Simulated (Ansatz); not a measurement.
Reaction (ligand exchange at a Zn–C bond): `F[CH2][ZnH]` + `BS` → `B[S][ZnH]` + `CF`

Program: Ansatz. Geometries: PBE0-D4/def2-TZVP. ΔE: electronic, gas phase. CCSD(T)/CBS adds triple-zeta CCSD(T) − MP2 to the extrapolated MP2 energy (def2 sets, frozen cores). This one scheme is used for every species. Functionals use def2-TZVPP. B3LYP here is the variant with VWN-RPA as its local correlation; programs differ in this. HSE06 is defined as in plane-wave codes. For Zn outer-core shells are correlated without core-valence functions, which leaves a few kJ/mol of doubt a bond. Scalar relativity is left out up to krypton.

`F[CH2][ZnH]`:

```xyz
6

F    -0.611   -1.514    0.517
C     0.331   -0.615   -0.005
Zn   -0.460    1.190   -0.057
H     0.619   -0.982   -0.996
H     1.222   -0.671    0.630
H    -1.100    2.592   -0.088
```

`BS`:

Z-matrix (Å, degrees):
```
B
S 1 1.765
H 1 1.192 2 115.8
H 1 1.190 2 121.4 3 -180.0
H 2 1.344 1 99.2 3 180.0
```

`B[S][ZnH]`:

Cartesian coordinates in Å:
```
B 0.960 0.655 0.180
S -0.653 1.336 -0.118
Zn -1.424 -0.705 -0.266
H 1.880 1.396 0.352
H 1.154 -0.534 0.214
H -1.917 -2.149 -0.362
```

`CF`:

Z-matrix (Å, degrees):
```
C
F 1 1.376
H 1 1.092 2 109.1
H 1 1.092 2 109.1 3 -120.0
H 1 1.092 2 109.1 3 120.0
```

| level | ΔE (kcal/mol) | difference from CCSD(T)/CBS |
| --- | --- | --- |
| LDA (SPW92) | -29.1 | 3.1 |
| PBE-D4 | -29.2 | 3.0 |
| revPBE-D4 | -29.1 | 3.1 |
| BLYP-D4 | -27.9 | 4.3 |
| r2SCAN-D4 | -31.4 | 0.8 |
| B97M-V | -31.3 | 0.9 |
| PBE0-D4 | -31.4 | 0.8 |
| B3LYP-D4 | -29.8 | 2.4 |
| r2SCANh-D4 | -32.0 | 0.2 |
| r2SCAN0-D4 | -32.8 | -0.6 |
| HSE06-D4 | -31.5 | 0.7 |
| CAM-B3LYP-D4 | -29.5 | 2.7 |
| ωB97X-V | -30.4 | 1.8 |
| ωB97M-V | -30.4 | 1.8 |
| B2PLYP | -30.6 | 1.6 |
| PBE-QIDH | -32.9 | -0.7 |
| PBE | -28.9 | 3.3 |
| revPBE | -28.6 | 3.6 |
| BLYP | -27.1 | 5.1 |
| r2SCAN | -31.3 | 0.9 |
| PBE0 | -31.1 | 1.1 |
| B3LYP | -29.2 | 3.0 |
| r2SCANh | -31.9 | 0.3 |
| HSE06 | -31.1 | 1.1 |
| BHLYP | -31.5 | 0.7 |
| CAM-B3LYP | -29.2 | 3.0 |
| LC-ωPBE | -30.1 | 2.1 |
| MP2/def2-SVP | -33.6 | -1.4 |
| CCSD/def2-SVP | -32.5 | -0.3 |
| CCSD(T)/def2-SVP | -32.4 | -0.2 |
| HF/def2-TZVPP | -34.5 | -2.3 |
| MP2/def2-TZVPP | -32.4 | -0.2 |
| SCS-MP2/def2-TZVPP | -31.7 | 0.5 |
| CCSD/def2-TZVPP | -31.3 | 0.9 |
| CCSD(T)/def2-TZVPP | -31.3 | 0.9 |
| HF/def2-QZVPP | -34.6 | -2.4 |
| MP2/def2-QZVPP | -32.9 | -0.7 |
| SCS-MP2/def2-QZVPP | -32.3 | -0.1 |
| HF/CBS(def2) | -34.6 | -2.4 |
| CCSD/CBS(def2) | -32.2 | 0.0 |
| CCSD(T)/CBS | -32.2 | 0 |

Largest T1 diagnostic among the species: 0.017.

In def2-TZVPP, CCSD(T) changes the Hartree–Fock value by +3.1 kcal/mol (the triples alone add +0.0 kcal/mol) and MP2 by +2.0 kcal/mol. Leaving LDA and LC-ωPBE aside and taking each functional with its dispersion term where it has one, the values spread over 5.0 kcal/mol, from PBE-QIDH to BLYP-D4. From BLYP to BHLYP (50 % exact exchange), in def2-TZVPP and without D4, ΔE moves by −4.4 kcal/mol.
